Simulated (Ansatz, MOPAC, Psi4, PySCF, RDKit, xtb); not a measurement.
Noncovalent pair: CH4O (SMILES CO) (first 6 atoms) with CH4S (SMILES CS); geometry from B3LYP-D3(BJ)/def2-TZVP, rigid monomers moved along the line of their centres of mass till O2···H12 is 2.09 Å.
(charge 0, multiplicity 1):
```xyz
12

C     -0.28958    -0.54513     0.09042
O     -0.19982     0.76841     0.63524
H     -1.26774    -0.73014    -0.36515
H     -0.15097    -1.23494     0.92132
H      0.49238    -0.73349    -0.65195
H     -0.27797     1.41032    -0.07701
C     -1.24007     0.05798     3.69371
S      0.54179    -0.30134     3.55744
H     -1.75700    -0.19408     2.77072
H     -1.62397    -0.56287     4.50144
H     -1.41105     1.10415     3.93836
H      0.75441     0.45439     2.46674
```

| level | interaction energy (meV) | cost |
|---|---|---|
| MMFF94 | -37.2 | - |
| UFF | 281.3 | - |
| GFN-FF | -62.2 | - |
| AM1 | -35.0 | - |
| PM3 | 92.4 | - |
| PM6 | -138.5 | - |
| PM7 | -85.4 | - |
| GFN1-xTB | -89.4 | - |
| GFN2-xTB | -132.3 | - |
| HF/STO-3G (no counterpoise) | 12.1 | - |
| HF/3-21G (no counterpoise) | -176.2 | - |
| HF/6-31G* | 46.0 | - |
| HF/6-31G* (no counterpoise) | 2.4 | - |
| HF/aug-cc-pV(D+d)Z | 66.3 | - |
| PBE-D3(BJ)/def2-TZVPPD | -123.2 | ×1 |
| PBE-D4/def2-TZVPPD | -124.0 | ×1 |
| BP86/6-31G* (no counterpoise) | -87.7 | - |
| r2SCAN/def2-TZVPPD | -94.6 | ×2 |
| r2SCAN-D3(BJ)/def2-TZVPPD | -121.8 | ×2 |
| r2SCAN-D4/def2-TZVPPD | -118.3 | ×2 |
| B3LYP/3-21G (no counterpoise) | -309.1 | - |
| B3LYP/6-31G* | -23.6 | - |
| B3LYP/6-31G* (no counterpoise) | -96.5 | - |
| B3LYP/6-311+G** (no counterpoise) | -51.4 | - |
| B3LYP/def2-TZVPPD | 0.5 | ×1 |
| B3LYP-D3(BJ)/def2-TZVPPD | -113.4 | ×1 |
| B3LYP-D4/def2-TZVPPD | -109.6 | ×1 |
| PBE0/def2-TZVPPD | -53.0 | ×1 |
| PBE0-D3(BJ)/def2-TZVPPD | -119.6 | ×1 |
| PBE0-D4/def2-TZVPPD | -118.0 | ×1 |
| M06-2X/6-31G* (no counterpoise) | -213.5 | - |
| wB97X-V/def2-TZVPPD | -109.4 | ×3 |
| wB97M-V/def2-TZVPPD | -111.9 | ×4 |
| MP2/6-31G* | -40.2 | - |
| MP2/6-31G* (no counterpoise) | -140.8 | - |
| MP2/aug-cc-pV(D+d)Z | -97.9 | - |
| SCS-MP2/aug-cc-pV(D+d)Z | -50.2 | - |
| CCSD/aug-cc-pV(D+d)Z | -55.8 | - |
| CCSD(T)/aug-cc-pV(D+d)Z | -78.5 | ×10 |
| SAPT0/jun-cc-pV(D+d)Z | -91.7 | - |

The rows run from -309.1 (B3LYP/3-21G (no counterpoise)) to 281.3 meV (UFF). In aug-cc-pV(D+d)Z the value moves HF 66.3, MP2 -97.9, CCSD -55.8, CCSD(T) -78.5, a shift of -144.8 from HF to CCSD(T). The dispersion term adds -27.3 in r2SCAN-D3(BJ), -23.8 in r2SCAN-D4, -113.9 in B3LYP-D3(BJ). The 5 functionals in def2-TZVPPD without D3 or D4 span 112.3, from wB97M-V to B3LYP.

Counterpoise-corrected where a basis set is named; no monomer relaxation. Rows marked so take none. RDKit's UFF carries no charges.

Correlated levels freeze the cores. Rows in 3-21G, 6-311+G**, 6-31G*, STO-3G carry no dispersion term and start afresh at each structure (6-31G* with six Cartesian d functions). MP2/6-31G* freezes PySCF's default core. The state reached by AM1, PM3, PM6, PM7 isn't checked; PM7 holds dispersion and hydrogen-bond terms.

The values were computed with Ansatz (Gaussian orbitals); MOPAC for AM1, PM3, PM6, PM7 (differences of heats of formation); Psi4 for SAPT; PySCF for 3-21G rows, 6-311+G** rows, 6-31G* rows, STO-3G rows, the dispersion terms; RDKit for the force fields; xtb for the GFN methods. Each number belongs to the level named beside it.

Costs are rough ratios of core time to PBE/def2-TZVPPD (about 8 s over the structures, on one shared machine); a dash marks a level with no comparable run of its own.

Ansatz is an electronic-structure program.
